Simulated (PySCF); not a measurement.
## `O=C(C)C1=NN=C(C#N)O1`, C$_{5}$H$_{3}$N$_{3}$O$_{2}$

Cartesian coordinates in Å; atom numbers follow the order of the lines, from 1:
```xyz
13

C    -2.4347    0.0331   -0.2248
C    -1.2136    0.8934   -0.1647
O    -1.1923    2.0937   -0.2341
C     0.0405    0.1088   -0.0038
N     0.1421   -1.1899    0.0799
N     1.4264   -1.4844    0.2138
C     2.0770   -0.3496    0.2082
C     3.4728   -0.1821    0.3264
N     4.6044   -0.0495    0.4227
O     1.2462    0.6972    0.0725
H    -3.3182    0.6532   -0.3441
H    -2.3470   -0.6647   -1.0547
H    -2.5079   -0.5588    0.6851
```

The calculation used PySCF 2.14.0, GIAO HF/pcSseg-1 magnetisability, rotational g tensor and spin-rotation constants, non-relativistic, gas phase. Geometry: GFN2-xTB.

(1) Give the nuclear spin-rotation constants along the inertial axes (H = +C I·J) beside the isotropic shieldings.

Results:

(1) Rotational constants 4.1556, 0.7978, 0.6721 GHz. A star marks the isotopologue with that one atom substituted, in its own axes.
```
atom  isotope  Caa (kHz)  Cbb (kHz)  Ccc (kHz)  mean (kHz)  σ (ppm)
  N5      14N      1.362      0.160      0.033       0.518   -113.0
  N6      14N      1.430      0.165      0.035       0.543   -131.9
  N9      14N      0.272      0.172      0.169       0.205    -79.1
 H11       1H      0.116     -0.081     -0.079      -0.015     29.4
 H12       1H     -0.423     -0.048     -0.016      -0.162     29.0
 H13       1H     -0.424     -0.049     -0.015      -0.163     29.0
  C1     13C*      0.542      0.121      0.103       0.255    165.1
  C2     13C*      2.483      0.296      0.135       0.971      3.0
  O3     17O*     -3.122     -0.872      0.002      -1.331   -358.2
  C4     13C*      2.259      0.264      0.147       0.890     20.3
  C7     13C*      2.302      0.214      0.134       0.883     35.0
  C8     13C*      0.054      0.296      0.286       0.212     81.8
 O10     17O*     -1.779     -0.302     -0.077      -0.719     20.9
```
For the geometry as given, no vibrational averaging.
